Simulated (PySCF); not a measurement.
ZnCl: one state, many levels of theory

State: ²Σ⁺ (doublet), unpaired electrons σ ↑. Set-up: Zn x2c-SVPall, Cl x2c-SVPall; spin-free X2C with a Gaussian nucleus (PySCF 2.14). De refers to Zn + Cl in their high-spin ground configurations, without counterpoise correction. The functionals are run spin-unrestricted. A positive dipole means Zn(−)Cl(+).

| Level | Re (Å) | ωe (cm⁻¹) | De (eV) | μ (D) | CPU s a point (SCF and correlation, without the integrals) |
| --- | --- | --- | --- | --- | --- |
| UHF | 2.185 | 390 | 1.72 | -3.62 | 0.15 |
| UHF-MP2 | 2.140 | 417 | 2.18 | n/a | 0.29 |
| UHF-SCS-MP2 | 2.150 | 410 | 1.96 | n/a | n/a |
| LDA | 2.137 | 385 | 2.48 | -2.22 | 0.44 |
| PBE | 2.184 | 358 | 2.05 | -2.47 | 0.76 |
| BP86 | 2.188 | 355 | 1.96 | -2.49 | 0.56 |
| r²SCAN | 2.158 | 383 | 2.27 | -2.69 | 1 |
| TPSSh | 2.176 | 370 | 2.16 | -2.77 | 1.2 |
| PBE0 | 2.167 | 378 | 2.11 | -2.84 | 1.1 |
| HSE06 | 2.167 | 377 | 2.07 | -2.82 | 1.1 |

What does a quarter of exact exchange do here, going from PBE to PBE0?

PBE0 less PBE: -1.7 pm in Re, +5.6 % in ωe, +0.06 eV in De. Exact exchange removes part of the self-interaction that spreads semilocal densities, and in most molecules shortens and stiffens the bond and lowers De; here De goes the other way.

What does the step from GGA to meta-GGA do here, going from PBE to r²SCAN?

r²SCAN less PBE: -2.6 pm in Re, +7.0 % in ωe, +0.22 eV in De. 

What does the gradient correction do here, going from LDA to PBE?

PBE less LDA: +4.7 pm in Re, -7.0 % in ωe, -0.43 eV in De. The gradient correction favours the more uneven density of free atoms, so it tends to lengthen bonds and takes away much of the overbinding of LDA; so it does here.

Correlated steps freeze 10 core orbitals. Correlated levels converge slowly with the basis: in double zeta they bind strong bonds too weakly, by up to about 1 eV, and carry superposition errors of some tenths. The state was picked by a PBE0 search and need not be the measured ground state.

The whole job (state search and all levels along the bond) took about 1.9 min on 1 thread of Arm Neoverse V2 (shared host), peak memory 0.68 GiB.
